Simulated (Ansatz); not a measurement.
System: IrO$_{3}$, net charge 0, doublet state. The spin state was set by rule; other spins were not relaxed. 
Structure (B3LYP-D3(BJ)/def2-TZVP (Ansatz, a first-principles code) minimum search):
```
Ir
O 1 1.6942
O 1 1.7270 2 124.87
O 1 1.7270 2 124.87 3 180.00
```
Charge 0, spin multiplicity 2.

Quantity: vertical electron affinity (to the triplet state of charge -1; a negative value means that the extra electron is unbound and the number depends on the basis; each state is the SCF solution reached for its spin; the UHF <S^2> is 2.11 for the triplet (pure: 2.00) and 1.69 for the doublet (pure: 0.75); for the doublet T1 is 0.084), in eV. UHF or UKS for open shells. No spin-orbit coupling. Past Kr the def2 sets carry scalar-relativistic core potentials. Anions need diffuse functions: def2-D sets add few. 

```tsv
level	program	vertical electron affinity (eV)
PBE/def2-TZVPD	Ansatz	2.70
r2SCAN/def2-TZVPD	Ansatz	2.94
PBE0/def2-TZVPD	Ansatz	3.16
BHLYP/def2-TZVPD	Ansatz	3.36
wB97M-V/def2-TZVPD	Ansatz	3.27
wB97X/def2-TZVPD	Ansatz	3.31
```
